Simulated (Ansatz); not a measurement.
Input file for Ansatz (a program for electronic structure): R-PBE0/def2-TZVPPD on HF (SMILES F) with ghost functions, monomers drawn apart or pushed together. Files ending in .json are basis or fitting sets from the Basis Set Exchange.

Ansatz 0.2 input:
```yaml
crystal:
  periodic: [false, false, false]
  atoms:
    - {symbol: F, position_ang: [0.39188062, -0.76984146, -0.41880109]}
    - {symbol: H, position_ang: [0.33146659, -0.43536347, 0.45414705]}
basis:
  gaussian:
    orbitals: def2-TZVPPD.json
    ghost_atoms:
      - {symbol: As, position_ang: [0.15604570, 0.55038802, 3.01972825]}
      - {symbol: H, position_ang: [1.33275306, 1.20918397, 3.71615456]}
      - {symbol: H, position_ang: [-0.19448679, -0.33056945, 4.20492822]}
      - {symbol: H, position_ang: [-0.82452387, 1.64420350, 3.40144238]}
hamiltonian:
  xc: {name: PBE0}
scf: {lower_state_search: off}
```

The log:

```
Functional definition: PBE0
[...]
these checks for a lower state are left out or cut short: stability, starts, cluster_reference, orbital_swaps, neighbouring_geometries, increment
integrals: 0.06 GiB planned
811 factors; their error is unknown
mean field: 0.50 GiB planned
mean field evaluation 1: about -2730.5165 eV, gradient 3.1e1 eV
mean field evaluation 2: about -2728.7070 eV, gradient 4.9e1 eV
mean field evaluation 4: about -2731.9030 eV, gradient 1.5e-1 eV
mean field evaluation 8: about -2731.9122 eV, gradient 9.8e-3 eV
mean field -2731.91220140 eV, -100.3959216449 hartree, gradient 4.5e-6 eV, S^2 0.000000; 0 other end points of the search recorded, 0 dependent functions left out
reference -2731.91222862 eV, -100.3959226453 hartree; 5, 5 occupied and 157, 157 virtual orbitals, 811 factors
Total energy: -2731.91222862 eV, -100.3959226453 hartree
Checks for a lower state left out: stability, starts, cluster_reference, orbital_swaps, neighbouring_geometries, increment
```

The calculation finished and met its thresholds.

Cost: around 0.9 core-seconds (rough).
